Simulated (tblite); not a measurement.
C6H14OSi.
Atom-mapped SMILES: `[CH3:1][C@H:2]1[CH2:3][O:4][Si:5]([CH3:6])([CH3:7])[CH2:8]1` (hydrogens: H9, H10, H11 on C1; H12 on C2; H13, H14 on C3; H15, H16, H17 on C6; H18, H19, H20 on C7; H21, H22 on C8)

Computed with GFN2-xTB (tblite), gas phase: L-BFGS steps from a force-field or distance-geometry start until the largest atomic force falls under 0.01 eV/Å.

Step 51: E = -702.4281 eV
```
atom  x, y, z in Å  |  force x, y, z in eV/Å
C1     -2.8919   -0.3238   -0.1778   -0.035   0.041  -0.056
C2     -1.4990    0.2169    0.1668   -0.123  -0.047   0.008
C3     -0.8951   -0.5893    1.3268    0.033   0.040  -0.055
O4      0.4836   -0.3415    1.4086    0.030   0.068   0.121
Si5     1.1779    0.1420   -0.0042   -0.079  -0.040   0.021
C6      2.0901    1.7988    0.2022    0.002  -0.035  -0.013
C7      2.3368   -1.2180   -0.6517   -0.006   0.010  -0.051
C8     -0.4695    0.1934   -0.9747   -0.176  -0.013   0.085
H9     -2.8435   -1.0352   -1.0000    0.030   0.001   0.030
H10    -3.5651    0.4816   -0.4616    0.040   0.001  -0.111
H11    -3.3406   -0.8332    0.6775    0.110   0.092  -0.041
H12    -1.5909    1.2543    0.5112    0.036  -0.077  -0.005
H13    -1.0459   -1.6653    1.1658   -0.016   0.076  -0.012
H14    -1.3613   -0.3052    2.2784    0.112  -0.067  -0.065
H15     1.7927    2.3261    1.1024   -0.026  -0.010  -0.016
H16     3.1572    1.6191    0.2607    0.034   0.020   0.036
H17     1.9235    2.4543   -0.6457   -0.023   0.014   0.005
H18     1.8558   -1.8093   -1.4236    0.041  -0.085  -0.005
H19     2.6354   -1.8883    0.1487    0.029   0.042  -0.044
H20     3.2280   -0.7815   -1.0851    0.074  -0.043   0.002
H21    -0.5919   -0.7111   -1.5734   -0.022   0.001   0.067
H22    -0.5968    1.0347   -1.6529   -0.065   0.011   0.098
```

Step 52: E = -702.4136 eV
```
atom  x, y, z in Å  |  force x, y, z in eV/Å
C1     -2.8923   -0.3128   -0.1667   -0.444  -0.176  -0.181
C2     -1.4910    0.2171    0.1589   -0.267  -0.098   0.060
C3     -0.9065   -0.5872    1.3296    0.111  -0.040  -0.004
O4      0.4863   -0.3934    1.4009   -0.131   0.059   0.029
Si5     1.1718    0.1225   -0.0061    0.213   0.055   0.113
C6      2.0797    1.7886    0.2374    0.025  -0.049  -0.054
C7      2.3553   -1.2006   -0.6917    0.116   0.072   0.034
C8     -0.4638    0.1694   -0.9820   -0.283  -0.005   0.102
H9     -2.8455   -1.1250   -0.9195   -0.022   0.446   0.463
H10    -3.5337    0.4930   -0.5653    0.306  -0.434   0.105
H11    -3.3866   -0.7188    0.7450    0.365   0.333  -0.622
H12    -1.5786    1.2585    0.4932    0.067  -0.077  -0.020
H13    -1.1025   -1.6644    1.1912    0.040   0.233   0.026
H14    -1.3596   -0.2603    2.2770    0.166  -0.134  -0.116
H15     1.7542    2.3224    1.1291    0.005  -0.094  -0.127
H16     3.1492    1.6033    0.3332   -0.154   0.063   0.012
H17     1.9418    2.4459   -0.6207    0.016  -0.084   0.133
H18     1.8619   -1.8083   -1.4421    0.083  -0.091  -0.020
H19     2.7108   -1.8600    0.0996   -0.022   0.122  -0.140
H20     3.2181   -0.7269   -1.1576   -0.096  -0.146   0.065
H21    -0.5896   -0.7391   -1.5707   -0.036  -0.077   0.076
H22    -0.5897    0.9952   -1.6744   -0.059   0.123   0.063
```

Step 53: E = -702.4371 eV
```
atom  x, y, z in Å  |  force x, y, z in eV/Å
C1     -2.8902   -0.3179   -0.1754   -0.026   0.010  -0.086
C2     -1.4955    0.2159    0.1655   -0.189  -0.035   0.045
C3     -0.8967   -0.5876    1.3277    0.048  -0.012  -0.028
O4      0.4857   -0.3555    1.4117   -0.019   0.057   0.010
Si5     1.1706    0.1316   -0.0051    0.170   0.079   0.067
C6      2.0857    1.7945    0.2150   -0.005  -0.050  -0.040
C7      2.3416   -1.2129   -0.6693   -0.001   0.061   0.012
C8     -0.4707    0.1830   -0.9746   -0.186  -0.005   0.080
H9     -2.8453   -1.0601   -0.9680    0.068  -0.061  -0.001
H10    -3.5496    0.4791   -0.5057    0.018   0.063  -0.075
H11    -3.3504   -0.7878    0.6937    0.054   0.080  -0.001
H12    -1.5870    1.2530    0.5078    0.052  -0.031  -0.009
H13    -1.0639   -1.6620    1.1714    0.014   0.074   0.008
H14    -1.3556   -0.2909    2.2766    0.065  -0.071  -0.006
H15     1.7795    2.3282    1.1115   -0.012  -0.076  -0.074
H16     3.1551    1.6115    0.2878   -0.089   0.045   0.012
H17     1.9273    2.4526   -0.6368    0.016  -0.064   0.077
H18     1.8616   -1.8169   -1.4307    0.044  -0.070  -0.041
H19     2.6610   -1.8746    0.1286    0.028   0.010  -0.002
H20     3.2248   -0.7627   -1.1067    0.026  -0.049  -0.027
H21    -0.5960   -0.7188   -1.5728   -0.031  -0.087   0.054
H22    -0.6024    1.0177   -1.6539   -0.043   0.130   0.023
```

Question: Estimate the geometry and energy of step 54. (The exact step hangs on the optimiser's Hessian estimate; all steps are aligned on step 53, rigid shifts and turns removed.)

Answer: E = -702.4414 eV, largest force 0.163 eV/Å
```
atom  x, y, z in Å  |  force x, y, z in eV/Å
C1     -2.8905   -0.3161   -0.1745   -0.031  -0.004  -0.065
C2     -1.4952    0.2151    0.1643   -0.152  -0.034   0.049
C3     -0.8967   -0.5891    1.3262    0.038   0.006  -0.031
O4      0.4862   -0.3634    1.4103    0.003   0.067  -0.013
Si5     1.1720    0.1302   -0.0045    0.119   0.070   0.054
C6      2.0827    1.7943    0.2189   -0.009  -0.047  -0.016
C7      2.3429   -1.2109   -0.6736   -0.019   0.032  -0.016
C8     -0.4709    0.1807   -0.9753   -0.135  -0.003   0.071
H9     -2.8441   -1.0737   -0.9536    0.052  -0.034   0.021
H10    -3.5414    0.4816   -0.5211    0.016   0.031  -0.076
H11    -3.3557   -0.7678    0.7031    0.056   0.096  -0.046
H12    -1.5826    1.2522    0.5056    0.038  -0.016   0.001
H13    -1.0698   -1.6617    1.1731    0.017   0.031  -0.005
H14    -1.3528   -0.2895    2.2741    0.044  -0.057   0.032
H15     1.7706    2.3278    1.1134   -0.016  -0.074  -0.065
H16     3.1516    1.6145    0.2983   -0.069   0.037   0.010
H17     1.9278    2.4521   -0.6326    0.010  -0.051   0.050
H18     1.8588   -1.8182   -1.4311    0.057  -0.052  -0.023
H19     2.6685   -1.8706    0.1226    0.032  -0.002   0.017
H20     3.2226   -0.7611   -1.1171    0.035  -0.034  -0.035
H21    -0.5941   -0.7224   -1.5725   -0.037  -0.076   0.056
H22    -0.6003    1.0155   -1.6556   -0.049   0.114   0.030
```

The energy changes by -0.0043 eV. The first-order estimate −F·Δx gives -0.0047 eV and the mean of the old and new forces, exact on a quadratic surface, -0.0043 eV. The step makes an angle of 78° with the force vector and moves no atom by more than 0.023 Å.

What follows is the cost of the whole relaxation. Time: 2.2 s of wall time. Hardware: Arm Neoverse N1, one thread, shared host with 64 logical CPUs at a one-minute load of 61.
